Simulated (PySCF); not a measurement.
A run for PySCF: R-B3LYP/LANL2DZ on BiFH2 (SMILES [F][BiH2]), a point of a bond scan (R = 3.161 Å).

```python
from pyscf import gto, scf, dft, mp
from pyscf.data.elements import chemcore

mol = gto.M(
    atom='''
    Bi   -0.09774088   -0.11515018    0.12284387
    H    -2.68788193    0.40721031   -1.61143014
    H     0.32388274   -1.51079423   -0.94310889
    F     1.04071460    1.20943530   -0.93164028
    ''',
    basis='lanl2dz',
    ecp={'Bi': 'lanl2dz'},
    charge=0, spin=0, verbose=3, max_memory=1800)
mf = dft.RKS(mol, xc='b3lyp')
mf.conv_tol = 1e-8
mf.max_cycle = 100
mf.kernel()
if not mf.converged:
    mf = mf.newton().run(mf.mo_coeff, mf.mo_occ)
```

The log:

```
converged SCF energy = -106.394733574957
```

The calculation finished and met its thresholds.

Cost: roughly 3 core-seconds.
